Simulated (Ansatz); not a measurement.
Compare A (`C[SiH](S)CS`) with its isomer B (`CCSS[SiH3]`).

Gas-phase electronic energies from Ansatz, PBE0-D4/def2-TZVP geometries. CCSD(T)/CBS is the MP2 limit (def2-TZVPP, def2-QZVPP) plus CCSD(T) − MP2 in def2-TZVPP, frozen cores. Functionals use def2-TZVPP. B3LYP here is the variant with VWN-RPA as its local correlation; programs differ in this. Each species was taken in one conformer, which may not be the lowest.

A:

Z-matrix (Å, degrees):
```
C
Si 1 1.863
H 1 1.093 2 111.1
H 1 1.092 2 110.8 3 120.8
H 1 1.092 2 110.2 3 -119.8
S 2 2.149 1 105.4 3 62.8
C 2 1.878 1 111.9 3 -57.2
H 2 1.486 1 111.5 3 -177.9
H 6 1.343 2 94.9 1 174.3
S 7 1.815 2 111.4 1 -62.0
H 7 1.093 2 109.3 1 -177.5
H 7 1.092 2 112.8 1 63.6
H 10 1.342 7 97.3 2 63.2
```

B:

Z-matrix (Å, degrees):
```
C
C 1 1.512
H 1 1.092 2 110.7
H 1 1.093 2 110.3 3 -119.4
H 1 1.091 2 111.1 3 120.3
S 2 1.811 1 114.3 3 -61.6
H 2 1.095 1 111.4 3 -177.8
H 2 1.092 1 111.9 3 62.0
S 6 2.061 2 102.5 1 65.7
Si 9 2.140 6 95.8 2 91.1
H 10 1.483 9 110.4 6 62.6
H 10 1.487 9 106.9 6 -177.5
H 10 1.485 9 110.0 6 -58.5
```

Q: Which is lower in electronic energy at CCSD(T)/CBS, and by how much? (Estimate.)

A: Computed: A, by 67.7 kJ/mol.

Q: Give E(B) − E(A) in kJ/mol with B2PLYP, r2SCAN-D4, ωB97M-V, CCSD/def2-TZVPP, PBE-D4, B3LYP, PBE0-D4. (An estimate is asked.)

A: Ansatz gave: B2PLYP 65.1, r2SCAN-D4 67.0, ωB97M-V 70.4, CCSD/def2-TZVPP 74.2, PBE-D4 57.8, B3LYP 61.9, PBE0-D4 64.0. None reverses the order clearly.

Largest T1 diagnostic: 0.011.

From PBE to PBE0 (25 % exact exchange), in def2-TZVPP and without D4, E(B) − E(A) moves by +6.0 kJ/mol. In def2-TZVPP, CCSD(T) changes the Hartree–Fock value by +3.9 kJ/mol (the triples alone add −2.4 kJ/mol) and MP2 by +3.6 kJ/mol.
